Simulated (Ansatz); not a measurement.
Species: C2H5OSi, SMILES `C=C[SiH2][O-]` (C–C–Si–O torsion 0°) (charge -1, multiplicity 1), formula C2H5OSi.

Q: How many basis functions does frozen-core CCSD(T)/def2-TZVPD // CAM-B3LYP-D3(BJ)/def2-TZVPD run with Ansatz (a quantum-chemistry and plane-wave program) use, how many core orbitals are frozen, and how many electrons are correlated?

A: 202 basis functions and 8 frozen orbitals, which leaves 24 correlated electrons. Core time is of the order of minutes.
